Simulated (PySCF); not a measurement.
# C7H9N: full NMR table

| Quantity | Value |
| --- | --- |
| Formula | C7H9N |
| SMILES | C=C(/C=C\C#N)CC |
| Point group of the computed structure | C1 |
| Degrees of unsaturation | 4 |
| Carbon signals | 7 |
| Proton signals | 6 |

Molfile (atoms numbered from 1):
```
C7H9N
     RDKit          3D

 17 16  0  0  0  0  0  0  0  0999 V2000
    0.2173    1.2678    2.1771 C   0  0  0  0  0  0  0  0  0  0  0  0
   -0.2193    0.7218    1.0244 C   0  0  0  0  0  0  0  0  0  0  0  0
   -1.1229   -0.4202    1.1276 C   0  0  0  0  0  0  0  0  0  0  0  0
   -1.7780   -1.1131    0.1687 C   0  0  0  0  0  0  0  0  0  0  0  0
   -1.7389   -0.8933   -1.2367 C   0  0  0  0  0  0  0  0  0  0  0  0
   -1.7478   -0.7665   -2.3911 N   0  0  0  0  0  0  0  0  0  0  0  0
    0.2377    1.2502   -0.3106 C   0  0  0  0  0  0  0  0  0  0  0  0
    1.3248    0.3899   -0.9518 C   0  0  0  0  0  0  0  0  0  0  0  0
   -0.0854    0.8727    3.1505 H   0  0  0  0  0  0  0  0  0  0  0  0
    0.8866    2.1315    2.1758 H   0  0  0  0  0  0  0  0  0  0  0  0
   -1.3096   -0.7574    2.1519 H   0  0  0  0  0  0  0  0  0  0  0  0
   -2.4259   -1.9400    0.4746 H   0  0  0  0  0  0  0  0  0  0  0  0
   -0.6187    1.3353   -0.9965 H   0  0  0  0  0  0  0  0  0  0  0  0
    0.6174    2.2726   -0.1644 H   0  0  0  0  0  0  0  0  0  0  0  0
    0.9814   -0.6395   -1.1282 H   0  0  0  0  0  0  0  0  0  0  0  0
    1.6229    0.8057   -1.9252 H   0  0  0  0  0  0  0  0  0  0  0  0
    2.2171    0.3430   -0.3094 H   0  0  0  0  0  0  0  0  0  0  0  0
  1  2  2  0
  2  3  1  0
  3  4  2  0
  4  5  1  0
  5  6  3  0
  2  7  1  0
  7  8  1  0
  1  9  1  0
  1 10  1  0
  3 11  1  0
  4 12  1  0
  7 13  1  0
  7 14  1  0
  8 15  1  0
  8 16  1  0
  8 17  1  0
M  END
```

Computed data (PySCF 2.14.0 with density-fitted response routines): PBE0-D3(BJ)/def2-SVP geometry, PBE0/pcSseg-1 with gauge-including orbitals, J: B3LYP/pcJ-1 (spin–dipole term only in couplings to heteroatoms). Gas phase, rapidly exchanging positions averaged, one conformer, non-relativistic Hamiltonian.

Chemical shifts δ = σref − σ; 1H and 13C vs TMS; NH3 for 15N, all at this level.

| carbon | δC, type | δH (multiplicity, J in Hz) | HMBC from (abs. J ≥ 3 Hz) | span of the C tensor (ppm) |
| --- | --- | --- | --- | --- |
| C1 | 136.7, CH2 | H9 5.56 (dt, 1.9, 1.1); H10 5.67 (quint, 1.4) | H11, H13/H14 | 190 |
| C2 | 157.5, C | – | H12, H13/H14, H15/H16/H17 | 246 |
| C3 | 158.1, CH | 6.53 (dd, 14.1, 1.0) | H10, H9, H12, H13/H14 | 237 |
| C4 | 100.0, CH | 5.13 (dt, 14.1, 1.4) | – | 165 |
| C5 | 122.7, C | – | H11 | 347 |
| C7 | 29.0, CH2 | 2.65 (qd, 8.5, 1.1) | H11, H10, H9, H15/H16/H17 | 26 |
| C8 | 17.8, CH3 | 1.24 (t, 8.5) | H13/H14 | 29 |

Other nuclei:
| atoms | nucleus | environment | δ (ppm) | σ (ppm) |
| --- | --- | --- | --- | --- |
| N6 | 15N | nitrile nitrogen | 333.6 | -67.9 |

Selected couplings (Hz, signed; the shortest-range and largest first, 30 at most; isotopes 13C, 1H, 15N): 1J(C4,H12) 179.7, 1J(C1,H10) 169.3, 1J(C1,H9) 167.9, 1J(C3,H11) 163.2, 1J(C8,H15) 134.6, 1J(C7,H13) 134.3, 1J(C4,C5) 91.5, 1J(C3,C4) 80.9, 1J(C1,C2) 75.1, 1J(C2,C3) 56.4, 1J(C2,C7) 43.6, 1J(C7,C8) 35.3, 1J(C5,N6) -20.2, 2J(C4,N6) 4.6, 2J(C1,C3) 3.7, 2J(C3,C7) 2.9, 2J(C2,C8) -2.8, 2J(C1,C7) 2.7, 2J(C2,C4) -2.0, 2J(H9,H10) 1.9, 2J(C3,C5) -1.1, 3J(H11,H12) 14.1, 3J(H13,H15) 8.5, 3J(C1,C4) 8.1, 3J(C2,C5) 4.2, 3J(C1,C8) 2.7, 3J(N6,H12) -1.8, 3J(C3,N6) -1.8, 3J(C4,C7) 1.7, 4J(C1,C5) -1.8.

- Carbon types of the structure: 2 × C, 2 × CH, 2 × CH2, 1 × CH3, which accounts for all hydrogens.
- δC 158.1, 100.0: alkene CH; as expected for a trigonal carbon in a double bond.
- δC 157.5: fully substituted alkene carbon; an sp2 carbon of a C=C bond.
- δC 136.7: terminal =CH2 carbon; as expected for a trigonal carbon in a double bond.
- δC 122.7: nitrile carbon; typical of a nitrile.
- δC 29.0: allylic sp3 CH2; aliphatic region, no heteroatom directly attached.
- The protons at 6.53 and 5.13 share a coupling of 14.1 Hz (vicinal, cis across C=C).
- The protons at 2.65 and 1.24 share a coupling of 8.5 Hz (vicinal).

Splittings below 1 Hz are ignored in the labels, and close J values are merged. Unscaled 3J(H,H) at this level run about 10 % above measured values. Shifts are as computed. Against solution values, carbons near 30 ppm lie about +2 ppm off and those near 130 ppm about +5 ppm. Of 1211 compounds with measured shifts, 218 miss one by over three times the rms of a fit or turn the order of signals round; such compounds aren't used in these exercises. Experimental scales use liquid or dissolved standards, which lie at an offset from isolated NH3 (liquid NH3: subtract about 20 ppm). Unscaled 15N shifts of sp2 nitrogen come out 20 to 40 ppm too high even then.
